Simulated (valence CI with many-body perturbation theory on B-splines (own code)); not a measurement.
Values are calculated unless marked as measured or tabulated.
**Energy levels of Os⁵⁵⁺**

Method: relativistic CI+MBPT: three valence electrons over a frozen Dirac-Fock core [Ar], a basis of 9 s, 9 p, 10 d, 8 f, 5 g, 3 h, 1 i functions for each j, with the one-electron correlation potential Σ1 (screened to all orders), the two-electron term Σ2, the three-electron term Σ3, Breit, model QED; selected single and double excitations, second order for the rest (own B-spline code, finite nucleus).

The last digits are not significant, and no measured levels were compared; by estimate large intervals hold to a few tenths of a per cent, small ones and those within an open d or f shell to about a per cent. The list stops below the first excitations out of the core. Only levels of the ground parity were solved; by the run's estimate the other parity begins above the list, which can be wrong where configurations are misplaced.

Levels 1 to 16 of 16, with energies above the lowest level, (3d3/2^3) J=3/2. "Leading %" is the weight of the configuration and term that name the level; weights of strongly mixed levels are sums over their largest components and can fall short. In the jj column 3d3/2^4 stands for four electrons in 3d with j = 3/2.

```csv
No.,Configuration,Term,J,E (eV),Leading %,Leading jj,g,Second component
1,3d3,4F,3/2,0.00,43,3d3/2^3 (99 %),0.726,40 % 3d3 2D
2,3d3,4F,5/2,75.29,81,3d3/2^2 3d5/2 (99 %),1.052,17 % 3d3 2D
3,3d3,4P,3/2,81.75,38,3d3/2^2 3d5/2 (99 %),1.162,33 % 3d3 4F
4,3d3,2H,9/2,85.45,47,3d3/2^2 3d5/2 (100 %),1.029,41 % 3d3 2G
5,3d3,2G,7/2,85.75,50,3d3/2^2 3d5/2 (98 %),1.032,30 % 3d3 4F
6,3d3,4P,1/2,87.33,57,3d3/2^2 3d5/2 (100 %),1.794,43 % 3d3 2P
7,3d3,2D,5/2,111.86,46,3d3/2^2 3d5/2 (97 %),1.227,30 % 3d3 4P
8,3d3,4F,7/2,159.50,68,3d3/2 3d5/2^2 (99 %),1.119,30 % 3d3 2G
9,3d3,4F,9/2,164.30,50,3d3/2 3d5/2^2 (98 %),1.127,41 % 3d3 2H
10,3d3,4P,3/2,169.80,40,3d3/2 3d5/2^2 (100 %),1.101,37 % 3d3 2D
11,3d3,2P,1/2,172.86,57,3d3/2 3d5/2^2 (100 %),1.519,43 % 3d3 4P
12,3d3,2H,11/2,174.03,100,3d3/2 3d5/2^2 (100 %),1.078,
13,3d3,2D,5/2,174.29,40,3d3/2 3d5/2^2 (97 %),1.296,40 % 3d3 4P
14,3d3,2F,5/2,183.69,44,3d3/2 3d5/2^2 (98 %),1.088,39 % 3d3 2D
15,3d3,2F,7/2,183.90,78,3d3/2 3d5/2^2 (99 %),1.081,20 % 3d3 2G
16,3d3,2D,3/2,205.14,80,3d3/2 3d5/2^2 (97 %),0.875,15 % 3d3 2P
```

The ionisation energy to 3d2 3F_2 of the next ion comes out as 5422 eV (NIST: 5421 ± 5 eV (theoretical)). All 16 levels together are meant to be complete up to 240.42 eV.
